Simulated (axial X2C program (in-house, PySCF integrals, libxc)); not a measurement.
LaC⁺: properties at the nuclei

Calculated with an in-house all-electron X2C program for linear molecules (integrals from PySCF): two-component X2C with atomic mean-field Coulomb and Gaunt terms, Gaussian nuclei, basis La dyall-cv3z, C dyall-v3z with contracted cores.

R = 2.048 Å (near the PBE0 minimum at charge 1 of the determinant lowest at the starting distance; the state shown can have its own minimum elsewhere).

Determinant lowest in the PBE0 search, Ω = 2 (⟨Sz⟩ = 1.00, ⟨Lz⟩ = 1.00 at PBE0), spin on the atoms La 0.22, C 0.78:

```json
{"level": "PBE0", "Eeff magnitude (GV/cm)": "0.11", "Ws magnitude La (kHz)": "0.163", "A∥/gI La (MHz)": "69.8", "qzz La (a.u.)": "-1.97", "A∥/gI C (MHz)": "68.7", "qzz C (a.u.)": "0.07"}
{"level": "HF", "Eeff magnitude (GV/cm)": "1.15", "Ws magnitude La (kHz)": "0.152", "A∥/gI La (MHz)": "117", "qzz La (a.u.)": "-1.60", "A∥/gI C (MHz)": "62.8", "qzz C (a.u.)": "-0.04"}
{"level": "PBE", "Eeff magnitude (GV/cm)": "0.228", "Ws magnitude La (kHz)": "0.257", "A∥/gI La (MHz)": "80.3", "qzz La (a.u.)": "-2.28", "A∥/gI C (MHz)": "72.5", "qzz C (a.u.)": "0.09"}
{"level": "BP86", "Eeff magnitude (GV/cm)": "0.305", "Ws magnitude La (kHz)": "0.28", "A∥/gI La (MHz)": "94.5", "qzz La (a.u.)": "-2.32", "A∥/gI C (MHz)": "74", "qzz C (a.u.)": "0.09"}
{"level": "LDA", "Eeff magnitude (GV/cm)": "0.222", "Ws magnitude La (kHz)": "0.251", "A∥/gI La (MHz)": "91.5", "qzz La (a.u.)": "-2.47", "A∥/gI C (MHz)": "74.9", "qzz C (a.u.)": "0.09"}
```

Eeff is the effective electric field on the electron electric dipole moment in this Ω state and Ws the scalar–pseudoscalar constant of the nucleus named (defined with the proton number Z and per Ω); A∥ (defined per Ω) follows by multiplying with gI = μI/(I μN); qzz is the electric field gradient, eQq0 = 234.96 MHz × Q/barn × qzz. The operators were transformed with the bare-nucleus X2C matrices; with these basis sets, hyperfine constants and field gradients can be off by tens of per cent, and where levels differ in sign neither size nor sign is settled.

Problem. With gI(139La) = 0.7952, Q(139La) = 0.206 barn, gI(13C) = 1.4048 (g factors from the IAEA table of nuclear moments by Stone; Q from Pyykkö, Mol. Phys. 2018), turn the PBE0 values of the first state into constants in MHz.

Solution. A∥(139La) = 69.8 × 0.7952 = 55.5 MHz; eQq0(139La) = 234.96 × (0.206) × (-1.97) = -95.4 MHz; A∥(13C) = 68.7 × 1.4048 = 96.5 MHz.

Each state is one determinant with collinear spin, which with several unpaired electrons need not be a pure state. Unrestricted Hartree–Fock can overshoot spin polarisation at the nuclei. In the state Ω = 2 the sign of Eeff differs between levels (PBE, BP86, LDA against PBE0). With several open shells hyperfine constants can be off by a factor of several. Where Eeff spreads by more than a factor of two the levels disagree and none is to be relied on. Open-shell Ω = 0 determinants with evenly filled partner blocks cannot be reached by this program, so the Ω shown need not be the lowest component. States lie within half an eV, so the first need not be the ground state. The sign of Ws at La differs between levels in the first state. Further determinants of the search, some of them spin-mixed, are not shown. Where a field gradient or hyperfine factor spreads by more than a factor of two over the levels, a constant derived from it is not to be relied on.
